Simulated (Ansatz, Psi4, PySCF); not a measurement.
Molecule: C2H7Si (charge 0, doublet). SMILES: C([SiH2])C
Geometry from a B3LYP-D3(BJ)/def2-TZVP (Ansatz, a quantum-chemistry and plane-wave program) optimisation:
```xyz
10

C     -1.5047    -0.6675    -0.3072
C     -0.6468     0.5680     0.0106
Si     1.1911     0.1706     0.1835
H     -1.1975    -1.1339    -1.2450
H     -1.4218    -1.4213     0.4779
H     -2.5602    -0.3992    -0.3998
H     -0.7649     1.3213    -0.7731
H     -0.9876     1.0359     0.9381
H      1.7371    -0.3998    -1.0789
H      1.4285    -0.7952     1.2917
```
Charge 0, spin multiplicity 2.

Wanted: size of the dipole moment, in D. Set-up: open shells spin-unrestricted; non-relativistic; LANL2DZ with its own core potentials from Na on; 6-311+G** with 5d, 6d on Na to Ar in Ansatz; spin-orbit terms left out; dispersion terms only where a functional's name holds one; six Cartesian d functions in 6-31G* and its kin unless marked 5d. First-principles rows: single points at B3LYP-D3(BJ) geometries (Ansatz).

```json
[
 {"level": "PBE/STO-3G", "program": "Ansatz", "size of the dipole moment (D)": "0.47"},
 {"level": "PBE/6-31G*", "program": "Ansatz", "size of the dipole moment (D)": "1.08"},
 {"level": "PBE/def2-SVP", "program": "Ansatz", "size of the dipole moment (D)": "1.00"},
 {"level": "BP86/def2-SVP", "program": "PySCF", "size of the dipole moment (D)": "1.01"},
 {"level": "B3LYP/STO-3G", "program": "Ansatz", "size of the dipole moment (D)": "0.54"},
 {"level": "B3LYP/LANL2DZ", "program": "Ansatz", "size of the dipole moment (D)": "0.87"},
 {"level": "B3LYP/6-31+G*", "program": "Ansatz", "size of the dipole moment (D)": "0.98"},
 {"level": "B3LYP/def2-SVP", "program": "Ansatz", "size of the dipole moment (D)": "0.92"},
 {"level": "B3LYP/cc-pVDZ", "program": "Ansatz", "size of the dipole moment (D)": "0.97"},
 {"level": "B3LYP/6-311+G**", "program": "Ansatz", "size of the dipole moment (D)": "0.94"},
 {"level": "M06-2X/6-31G* (5d)", "program": "PySCF", "size of the dipole moment (D)": "0.85"},
 {"level": "wB97X-D/6-31G*", "program": "Psi4", "size of the dipole moment (D)": "0.96"},
 {"level": "B3PW91/6-31G* (5d)", "program": "PySCF", "size of the dipole moment (D)": "0.99"}
]
```

No value to compare with is used here. The 13 habitual levels span 0.47 (PBE/STO-3G) to 1.08 D (PBE/6-31G*).

The levels are drawn from those run, B3LYP/6-31G* more often than the rest, none by its result; left out are runs that failed, that the program found above a lower state of the same kind, or whose <S^2> lies over 0.5 above the pure value.
